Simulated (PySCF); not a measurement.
## Polarisability and C₆ of Hg (mercury, neutral)

[Xe] 4f14 5d9 6s2 6p1, one real determinant (an excited configuration). Computed with PySCF 2.14 in x2c-TZVPPall with one added diffuse shell each of s, p, d, f type (12s8p8d4f1g, 113 functions), with the spin-free X2C one-electron Hamiltonian (Gaussian nucleus). Coupled (time-dependent) response in atomic units; α is the mean over directions.

| method | mean α (bohr³) | α xx, yy, zz | C₆ (like pair) | S(−4) |
| --- | --- | --- | --- | --- |
| PBE | 74.65 | 54.24, 54.24, 115.5 | 790.2 | 4173 |

S(−4) is the Cauchy moment in α(ω) = α(0) + S(−4) ω² + …

Spin-orbit coupling is absent.

α(iu) at PBE:

```json
{"u (hartree)": "0", "α(iu) (bohr³)": "74.65"}
{"u (hartree)": "0.0500", "α(iu) (bohr³)": "66.17"}
{"u (hartree)": "0.100", "α(iu) (bohr³)": "52.17"}
{"u (hartree)": "0.200", "α(iu) (bohr³)": "33.32"}
{"u (hartree)": "0.300", "α(iu) (bohr³)": "23.45"}
{"u (hartree)": "0.500", "α(iu) (bohr³)": "14.05"}
{"u (hartree)": "0.750", "α(iu) (bohr³)": "9.049"}
{"u (hartree)": "1.00", "α(iu) (bohr³)": "6.539"}
{"u (hartree)": "1.50", "α(iu) (bohr³)": "4.034"}
{"u (hartree)": "2.00", "α(iu) (bohr³)": "2.790"}
{"u (hartree)": "3.00", "α(iu) (bohr³)": "1.580"}
{"u (hartree)": "5.00", "α(iu) (bohr³)": "0.7102"}
```

A single London oscillator, α(iu) = α/(1 + u²/ω²), gives C₆ = (3/4) ω α². Matching the computed C₆ needs ω = 4 × 790.2 / (3 × 74.65²) = 0.189 hartree.

The components differ because the open shell of this determinant is not spherical; for a pure term their mean is the scalar polarisability.

⟨L²⟩ = 8.00 against 12 for a pure F term, so this real determinant mixes terms. Spin-orbit coupling, absent here, splits the open shell strongly.
